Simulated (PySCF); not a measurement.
**Working out the ionisation energy of V+**

V+ [Ar] 3d4 (5D) → V(2+) [Ar] 3d3 (4F). All numbers are calculated (PySCF 2.14, the non-relativistic Hamiltonian (point nucleus), in cc-pVTZ (7s6p4d2f1g, 68 functions)). Frozen: [Ar]. Energies in hartree (1 hartree = 27.21139 eV):

```
             part   V+ (lower)  V(2+) (upper)
              UHF  -942.674790    -942.186783
MP2 opposite-spin     0.000000       0.000000
    MP2 same-spin    -0.045357      -0.017912
```

Question: What does Hartree-Fock give?

Answer: (-942.186783) − (-942.674790) = 0.488007 hartree = 13.279 eV.

Question: What do MP2 and SCS-MP2 (6/5 opposite-spin, 1/3 same-spin) give?

Answer: The opposite-spin parts differ by 0.000 eV and the same-spin parts by 0.747 eV. MP2: 13.279 + (0.000) + (0.747) = 14.026 eV. SCS-MP2: 13.279 + 1.2 × (0.000) + (0.747)/3 = 13.528 eV.

Reference: 14.634 ± 0.007 eV (measured; NIST Atomic Spectra Database, ionization energies), between the lowest levels; spin-orbit coupling is absent from the calculation.

The calculation is non-relativistic.

What remains against the reference includes basis incompleteness, the frozen core and correlation beyond second order.
